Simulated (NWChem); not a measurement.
System: BNH₅ cation; SMILES B[NH3+]

Results from NWChem. Pople sets run with spherical d functions. Medium grid unless said otherwise, to which SCAN and Minnesota functionals are sensitive. Structure relaxed at the PBE-D3(BJ)/def2-SVP level. Hybrids' shares of exact exchange are those that their runs print; pure functionals count as 0. The functionals differ in more than this share.

| row | share of exact exchange | highest occupied level (eV) |
|---|---|---|
| PBE/6-31G* | 0.00 | -14.56 |
| M06-L/6-31G* | 0.00 | -14.90 |
| B3LYP/6-31G* | 0.20 | -15.87 |
| PW6B95/6-31G* | 0.28 | -16.19 |
| BHandHLYP/6-31G* | 0.50 | withheld |

Fit a straight line of the last column on the one before it, predict the withheld value, and compare with the run.


1. Means of the 4 shown rows: x = 0.120, y = -15.380. Slope Σ(x − x̄)(y − ȳ)/Σ(x − x̄)² = -0.3248/0.06080 = -5.342; intercept -14.739.
2. The shown rows scatter about the line by 0.126 (root mean square); the largest residual is +0.18, at PBE/6-31G*.
3. At x = 0.50 (BHandHLYP/6-31G*; beyond the shown range) the line gives -17.41.
4. The run gives -17.54, -0.13 from the line, 1.0 times the scatter.
